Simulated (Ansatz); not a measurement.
C2H3BrO can be A, `O=CCBr`, or B, `C=C(O)Br`.

Program: Ansatz. Geometries: PBE0-D4/def2-TZVP. ΔE: electronic, gas phase. CCSD(T)/CBS is the MP2 limit (def2-TZVPP, def2-QZVPP) plus CCSD(T) − MP2 in def2-TZVPP, frozen cores. Functionals use def2-TZVPP. B3LYP here is the variant with VWN-RPA as its local correlation; programs differ in this. For Br outer-core shells are correlated without core-valence functions, which leaves a few kJ/mol of doubt a bond. Scalar relativity is left out up to krypton. Each species was taken in one conformer, which may not be the lowest.

(1) Which is lower in electronic energy at CCSD(T)/CBS, and by how much? (Best estimate.)

(2) Give E(B) − E(A) in kJ/mol with PBE0-D4, ωB97M-V, B3LYP-D4, PBE-D4, LDA (SPW92), B2PLYP, B3LYP. (Estimate.)

(3) Does the order hold for the free energy at 298.15 K (harmonic terms from PBE0-D4)? (An estimate is asked.)

Largest T1 diagnostic: 0.011.

## Answers

(1) Ansatz gave: A, by 34.2 kJ/mol.

(2) Computed: PBE0-D4 31.0, ωB97M-V 33.4, B3LYP-D4 35.0, PBE-D4 29.7, LDA (SPW92) 11.2, B2PLYP 37.6, B3LYP 36.4. None reverses the order clearly.

(3) Computed: Yes: G(B) − G(A) = +36.3 kJ/mol, for one conformer each.

In def2-TZVPP, CCSD(T) changes the Hartree–Fock value by −16.5 kJ/mol (the triples alone add −2.2 kJ/mol) and MP2 by −19.7 kJ/mol. At CCSD(T), def2-SVP lies +15.2 kJ/mol from the extrapolated value and def2-TZVPP +3.1 kJ/mol.
